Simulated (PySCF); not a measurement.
# Working out the ionisation energy of W

W [Xe] 4f14 5d4 6s2 (5D) → W⁺ [Xe] 4f14 5d4 6s1 (6D). All numbers are calculated (PySCF 2.14, scalar relativity through the core potential, in aug-cc-pVDZ-PP with ECP60MDF (5s5p4d2f, 54 functions)). Frozen: 5s2 5p6. Energies in hartree (1 hartree = 27.21139 eV):

| part | W (lower) | W⁺ (upper) |
| --- | --- | --- |
| UHF | -66.675859 | -66.458713 |
| CCSD correlation | -0.100199 | -0.047565 |
| (T) | -0.004726 | -0.000475 |

Question: What does Hartree-Fock give?

Answer: (-66.458713) − (-66.675859) = 0.217146 hartree = 5.909 eV.

Question: What do CCSD and CCSD(T) give?

Answer: The CCSD correlation energies differ by 0.052634 hartree = 1.432 eV and the triples by 0.004251 hartree = 0.116 eV, so CCSD gives 7.341 eV and CCSD(T) 7.457 eV.

Measured between the centres of the two terms (NIST): 7.825 eV, so CCSD(T) (valence) is off by -0.368 eV.

A double-zeta basis recovers only part of the correlation energy.

What remains against the reference includes basis incompleteness, the frozen core and higher excitations.
